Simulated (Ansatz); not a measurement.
`NCOC[SiH3]`, relaxed with RKS PBE-D4/def2-SVP in the Gaussian-basis code of Ansatz from a rough embedded geometry. The force threshold is 0.03 eV/Å; the program also tests the step.

Charge 0, multiplicity 1.

Start:

```xyz
14

N     0.316   -0.428   -2.183
C     0.072   -1.314   -1.071
O     0.477   -0.675    0.103
C    -0.440    0.387    0.579
Si    0.006    1.323    2.082
H     1.314   -0.168   -2.162
H     0.290   -1.025   -3.057
H    -0.946   -1.579   -1.011
H     0.665   -2.199   -1.183
H    -1.426   -0.181    0.767
H    -0.697    1.040   -0.276
H     1.242    2.149    1.813
H    -1.083    2.231    2.385
H     0.209    0.438    3.215
```

By how much does the energy fall, and how many steps does the optimiser take? (Estimate.)

Ansatz gave: 0.57 eV, in 8 steps.

Which bonds change most? (Best estimate.)

The calculation gave: C4–Si5 from 1.826 to 1.901 Å; C2–H8 from 1.053 to 1.119 Å; O3–C4 from 1.481 to 1.422 Å; Si5–H13 from 1.449 to 1.507 Å.

Give the relaxed structure. (Estimate.)

The calculation gave: 
```xyz
14

N     0.416   -0.396   -2.096
C     0.211   -1.319   -1.006
O     0.369   -0.703    0.260
C    -0.583    0.323    0.514
Si    0.003    1.303    2.035
H     1.403   -0.297   -2.354
H    -0.124   -0.638   -2.931
H    -0.820   -1.742   -1.108
H     0.929   -2.172   -0.973
H    -1.604   -0.104    0.688
H    -0.665    1.008   -0.362
H     1.304    1.994    1.737
H    -1.032    2.345    2.374
H     0.192    0.400    3.223
```
